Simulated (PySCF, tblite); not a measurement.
Isomers of C7H13ClOSi, one GFN2-xTB conformer each. Single-point energies are computed at PBE0/pcSseg-1 (PySCF, gas phase, no added dispersion term), electronic only.

Question: Rank them by PBE0/pcSseg-1 energy, lowest first (kJ/mol).
A. `[CH3:1][SiH2:2]/[CH:3]=[C:4](/[Cl:5])[C:6](=[O:7])[CH:8]([CH3:9])[CH3:10]` with C1–Si2–C3–C4 -75°, C3–C4–C6–O7 1°, C4–C6–C8–C9 -83°
B. `[CH3:1][CH2:2][O:3][C@:4]1([CH3:5])[CH:6]=[C:7]([Cl:8])[CH2:9][SiH2:10]1` with C1–C2–O3–C4 -160°, C2–O3–C4–C5 -60°
C. `[CH3:1]/[C:2](=[C:3](\[SiH3:4])[C:5](=[O:6])[Cl:7])[CH:8]([CH3:9])[CH3:10]` with C2–C3–C5–O6 -110°, C1–C2–C8–C9 -49°

Answer: A (0.0), C (19.7), B (51.3).

As drawn, the lowest has a C=O bond, which the highest lacks. GFN2-xTB itself gives, in the same order: 53.4, 0.0, 41.7. GFN2-xTB puts C/C(=C(\[SiH3])C(=O)Cl)C(C)C lowest instead; measured from each level's own lowest isomer, the values differ by up to 53.4 kJ/mol (C[SiH2]/C=C(/Cl)C(=O)C(C)C: 53.4 against 0.0).

Question: Which frontier levels, dipoles and rotational constants go with these structures?

Answer: 
| SMILES | HOMO (eV, PBE0/pcSseg-1) | LUMO (eV) | dipole (D) | A, B, C (MHz) |
| --- | --- | --- | --- | --- |
| C[SiH2]/C=C(/Cl)C(=O)C(C)C | -7.74 | -2.33 | 1.80 | 1192, 717.4, 522.5 |
| C/C(=C(\[SiH3])C(=O)Cl)C(C)C | -7.59 | -1.39 | 3.94 | 1055, 796.6, 576.0 |
| CCO[C@]1(C)C=C(Cl)C[SiH2]1 | -6.96 | 0.10 | 2.65 | 1698, 522.8, 490.2 |

Question: What happens when harmonic zero-point energies from GFN2-xTB frequencies are added?

Answer: 
| SMILES | ZPE (kJ/mol) | electronic (kJ/mol) | with ZPE (kJ/mol) |
| --- | --- | --- | --- |
| C[SiH2]/C=C(/Cl)C(=O)C(C)C | 468.6 | 0.0 | 0.0 |
| C/C(=C(\[SiH3])C(=O)Cl)C(C)C | 463.8 | 19.7 | 14.9 |
| CCO[C@]1(C)C=C(Cl)C[SiH2]1 | 471.9 | 51.3 | 54.5 |

The zero-point energies span 8.1 kJ/mol. The order is unchanged.
